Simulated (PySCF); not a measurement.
## DyH3(NH3) at several levels of theory

Computed with PySCF 2.14.0 (density fitting, no spin-orbit coupling) at the geometry relaxed with PBE0:

```xyz
8
DyH3(NH3) (singlet in the valence; each metal's 4f electrons, 9 of them, lie in its core potential, out of spins and levels)
Dy    0.2306   -0.2306    0.2306
H     1.1867    1.2896    1.1867
H    -1.2896   -1.1867    1.1867
H     1.1867   -1.1867   -1.2896
N    -1.2035    1.2035   -1.2035
H    -1.8135    1.8135   -0.6544
H    -0.6544    1.8135   -1.8135
H    -1.8135    0.6544   -1.8135
```

```csv
level,basis,state,HOMO (eV),gap (eV),charge on Dy1 (e),population of f-type functions on Dy1 (polarisation alone where 4f lies in the core),dipole about the centre of mass (D),largest force component (eV/Å)
PBE0,"Dy lcecp-1-SVP with ECP55, H def2-SVP, N def2-SVP",singlet,-6.25,5.85,0.54,0.02,5.48,0.00
PBE0,"Dy lcecp-1-TZVP with ECP55, H def2-TZVP, N def2-TZVP",singlet,-6.29,5.68,0.73,0.03,5.36,0.21
```

In the lcecp rows the 4f levels are missing from HOMO and gap, and the state counts the valence alone.

Charges are Mulliken's, which hang on the basis. The relaxation used the grid (50, 194), these runs (75, 302) or, all-electron (x2c bases, spin-free X2C Hamiltonian), (99, 590).

Task: A further run in the first row's basis gives HOMO (eV) -5.38, gap (eV) 4.57, charge on Dy1 (e) 0.79, population of f-type functions on Dy1 (polarisation alone where 4f lies in the core) 0.02, dipole about the centre of mass (D) 5.30, largest force component (eV/Å) 0.10. Which level was it?
A. M06-L
B. PBE

Result: A. The others give HOMO -5.03 eV (PBE).

In the first row's basis the gap widens with exact exchange: 3.7 to 4.6 eV for PBE, M06-L (none); 5.9 eV for PBE0 (a fixed share).

An lcecp potential fixes the number of 4f electrons, so in runs with it no electron can move into or out of that shell.
